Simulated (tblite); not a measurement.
Compound: C7H17NP (charge -1).
Atom-mapped SMILES: `[CH3:1][CH2:2][CH2:3][CH2:4][P-:5][N:6]([CH3:7])[CH2:8][CH3:9]` (hydrogens: H10, H11, H12 on C1; H13, H14 on C2; H15, H16 on C3; H17, H18 on C4; H19, H20, H21 on C7; H22, H23 on C8; H24, H25, H26 on C9)

Structure used (GFN2-xTB), in Å, numbered top down from 1:
```
atom  x, y, z in Å
C1     3.1842   -1.1211    0.2136
C2     2.4532   -0.0069   -0.5246
C3     1.6201    0.8701    0.3995
C4     0.7165    1.8104   -0.3981
P5    -0.5241    0.9928   -1.5866
N6    -1.7047    0.3420   -0.4784
C7    -2.5198    1.2480    0.2787
C8    -1.4581   -0.9164    0.1699
C9    -2.6721   -1.8536    0.1201
H10    2.4719   -1.7639    0.7280
H11    3.7610   -1.7331   -0.4798
H12    3.8678   -0.7092    0.9575
H13    3.1756    0.6162   -1.0604
H14    1.7634   -0.4235   -1.2641
H15    0.9975    0.2315    1.0312
H16    2.2777    1.4540    1.0622
H17    1.3304    2.4530   -1.0375
H18    0.1669    2.4625    0.2929
H19   -2.1155    1.4468    1.2897
H20   -2.5734    2.1901   -0.2637
H21   -3.5399    0.8540    0.4016
H22   -1.1682   -0.7829    1.2326
H23   -0.6253   -1.3891   -0.3554
H24   -3.5036   -1.4435    0.6905
H25   -2.4145   -2.8282    0.5363
H26   -2.9879   -1.9776   -0.9126
```

Method: GFN2-xTB as coded in tblite; computed harmonic values from a numerical Hessian at the method's own geometry, unscaled. Errors from tens to a few hundred cm⁻¹ against measured bands are possible. One conformer, not necessarily the lowest.

Harmonic wavenumbers (cm⁻¹): 26.0, 54.0, 75.0, 88.7, 119.8, 135.3, 179.5, 195.5, 228.7, 236.1, 272.6, 301.8, 336.2, 354.2, 402.7, 460.2, 593.1, 638.6, 758.4, 796.9, 822.2, 895.9, 906.5, 921.5, 1009.9, 1033.0, 1042.4, 1052.5, 1071.9, 1079.7, 1100.6, 1105.5, 1194.5, 1195.8, 1202.2, 1215.6, 1251.9, 1279.9, 1286.2, 1299.3, 1335.0, 1362.1, 1379.9, 1398.7, 1403.1, 1464.4, 1468.9, 1487.3, 1490.3, 1500.7, 1501.3, 1509.6, 1512.4, 1515.1, 1516.5, 2715.0, 2743.1, 2836.3, 2839.2, 2871.5, 2925.4, 2940.2, 2950.2, 2962.9, 2965.9, 2983.9, 2986.4, 2998.8, 3012.1, 3013.3, 3019.5, 3037.4.

A = 1747, B = 785.4, C = 636.0 MHz; mass 146.110 u (most abundant isotopes); point group C1, symmetry number 1.

Task: What is the zero-point energy?

Result: ½Σν̃ = 49933 cm⁻¹ = 142.77 kcal/mol.

Task: What is S at 298.15 K and 1 bar for an ideal gas of classical rigid rotors and harmonic oscillators?

Result: Translation 40.87, rotation 30.29, vibration 42.76: S = 113.9 cal/(mol K).

Task: And Cp and H(298.15 K) − H(0)?

Result: Cp = 47.12 cal/(mol K), of which vibrations give 39.17 (their classical limit is 72 R = 143.1); H(298.15 K) − H(0) = 8.72 kcal/mol without the zero-point energy, 6.35 from vibrations.

Task: Which modes carry the vibrational entropy at 298.15 K?

Result: 26.0 cm⁻¹: 6.11; 54.0 cm⁻¹: 4.67; 75.0 cm⁻¹: 4.02; 88.7 cm⁻¹: 3.69; 119.8 cm⁻¹: 3.10; 135.3 cm⁻¹: 2.87 cal/(mol K); the other 66 give 18.30 together.

Task: How do the functions run with temperature in this model?

Result: 
```tsv
T (K)	S (cal/(mol K))	Cp (cal/(mol K))	H − H(0) (kcal/mol)	G − H(0) (kcal/mol)	ln q(vib)
150	88.0	30.6	3.00	-10.21	5.18
250	106.2	41.4	6.59	-19.95	9.05
400	129.5	59.8	14.16	-37.65	14.38
600	158.1	81.4	28.39	-66.46	21.13
900	195.7	103.7	56.42	-119.68	30.69
```

q(vib) and H(0) count from the zero-point level.

Hindered rotation and anharmonicity are outside this model. Other conformers, if any are populated, would add a mixing term that is left out. The structure is chiral; the term R ln 2 for an equal mix with its mirror image is left out.

The run took 1.1 s wall on one thread, Arm Neoverse V2 (aarch64) (shared host). The figure is for the frequency step alone.
